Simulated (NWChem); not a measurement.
Molecule: CH₅NOSi₂; SMILES C1=N[SiH2][SiH2]O1

```xyz
10

C      1.5613    -0.0382     0.0000
N      1.0223    -1.1904     0.0000
Si    -0.7452    -1.2057     0.0000
Si    -0.7951     1.1404     0.0000
O      0.9351     1.1770     0.0000
H      2.6456     0.0968     0.0000
H     -1.2812    -1.8842     1.2085
H     -1.2812    -1.8842    -1.2085
H     -1.2614     1.8658    -1.2096
H     -1.2614     1.8658     1.2096
```
Atoms are numbered in this order, from 1.

Computed with NWChem. Pople sets run with spherical d functions. Geometry: optimised at B3LYP/6-31G* (spherical d).

Task: Estimate the computed values for PW6B95/6-31G*. Quantities: highest occupied level (eV); orbital gap (eV); dipole (D).

Result: The highest occupied level (eV) is -7.36 and the orbital gap (eV) is 7.09. The dipole (D) comes out as 1.58.
